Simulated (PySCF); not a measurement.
F₃HOTi, SMILES [Ti]([F])([OH])([F])[F], multiplicity 1. Atoms are numbered in the order given.

```xyz
6

Ti     0.0000     0.0000    -0.0087
F     -1.4132     0.8159    -0.6027
F      0.0000    -1.6318    -0.6027
F      1.4132     0.8159    -0.6027
O      0.0000     0.0000     1.7227
H      0.0000     0.0000     2.6823
```
Charge 0, spin multiplicity 1.

Geometry: PBE0-D3(BJ)/def2-SVP. The geometry has at least one imaginary mode, so it is a saddle point at that level. The spin state was assumed, not searched. The values are those of a single conformer.

Calculation: PySCF with PBE/pcSseg-1.

GIAO shieldings, no solvent; atoms alike by connectivity are averaged. δ = σ(ref) − σ: ¹⁹F against CFCl3 (σ = 133.6 ppm); ¹⁷O against H2O (σ = 334.3 ppm); ¹H against TMS (σ = 31.49 ppm), references at their B3LYP-D3(BJ)/def2-TZVP geometries, non-relativistic.

Computed chemical shifts:
```json
[
 {"nucleus": "¹⁹F", "atoms": "F2, F3, F4", "count": "3", "δ (ppm)": "298.1"},
 {"nucleus": "¹⁷O", "atoms": "O5", "count": "1", "δ (ppm)": "307.7"},
 {"nucleus": "¹H", "atoms": "H6", "count": "1", "δ (ppm)": "4.18"}
]
```
